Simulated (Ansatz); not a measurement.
`CSC1O[SiH2]1` → `[SiH3]O/C=C\S`  (isomerisation)

Computed with Ansatz on PBE0-D4/def2-TZVP structures; ΔE is electronic, products minus reactants. CCSD(T)/CBS adds triple-zeta CCSD(T) − MP2 to the extrapolated MP2 energy (def2 sets, frozen cores). Each species was taken in one conformer, which may not be the lowest.

`CSC1O[SiH2]1`:

Cartesian coordinates in Å:
```
C 0.794 -1.741 0.931
S -0.501 -1.221 -0.210
C -0.508 0.511 0.091
O 0.643 1.281 -0.434
Si -0.734 1.689 -1.265
H 0.901 -2.821 0.823
H 1.738 -1.260 0.677
H 0.519 -1.512 1.962
H -0.721 0.790 1.122
H -1.277 3.044 -1.030
H -0.854 1.238 -2.666
```

`[SiH3]O/C=C\S`:

Z-matrix (Å, degrees):
```
Si
O 1 1.656
H 1 1.478 2 105.5
H 1 1.486 2 110.3 3 -119.9
H 1 1.486 2 110.3 3 119.9
C 2 1.358 1 124.5 3 -179.7
C 6 1.329 2 122.0 1 -179.1
H 6 1.087 2 117.2 1 1.0
S 7 1.742 6 126.4 2 0.0
H 7 1.082 6 119.0 2 -179.9
H 9 1.343 7 95.9 6 -0.0
```

```tsv
species	HF/def2-TZVPP energy (Eh)
`CSC1O[SiH2]1`	-840.60995
`[SiH3]O/C=C\S`	-840.64807
```

**Question.** Work out ΔE.

**Answer.** ΔE = (-840.64807) − (-840.60995) = -0.03812 Eh = -23.9 kcal/mol. CCSD(T)/CBS gives -14.4 kcal/mol.

Largest T1 diagnostic among the species: 0.014.

From PBE to PBE0 (25 % exact exchange), in def2-TZVPP and without D4, ΔE moves by −1.1 kcal/mol. In def2-TZVPP, CCSD(T) changes the Hartree–Fock value by +8.3 kcal/mol (the triples alone add +1.0 kcal/mol) and MP2 by +10.7 kcal/mol.
